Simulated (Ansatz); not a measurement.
SnIH3 (SnH3I). The state is a singlet with charge 0. Geometry PBE-D4/def2-TZVP, basis def2-TZVP, Ansatz.

Cartesian coordinates in Å:
```
Sn -0.0796 -0.2225 -0.0396
I 0.8201 2.2922 0.4080
H -1.6104 -0.0816 -0.8001
H -0.1968 -0.9944 1.4875
H 1.0667 -0.9938 -1.0558
```

```tsv
run	HOMO (eV)	LUMO (eV)
A	-7.10	-1.74
B	-9.64	0.23
C	-10.02	1.47
D	-7.53	-1.47
E	-6.52	-2.51
F	-6.36	-2.19
```

In the def2 sets I, Sn take a core potential; there is no spin–orbit coupling.

**Question.** The runs used HF, LDA (SPW92), PBE0, r2SCANh, revPBE, ωB97M-V. Estimate which is which.

**Answer.** A r2SCANh (10 % exact exchange); B ωB97M-V (range-separated); C HF (100 % exact exchange); D PBE0 (25 % exact exchange); E LDA (SPW92) (0 % exact exchange); F revPBE (0 % exact exchange). Exact exchange lowers occupied and raises empty levels; among semilocal functionals meta-GGAs tend to open the gap a little, and such runs are hard to tell apart. The gap grows from 4.01 eV (LDA (SPW92)) to 11.48 eV (HF).
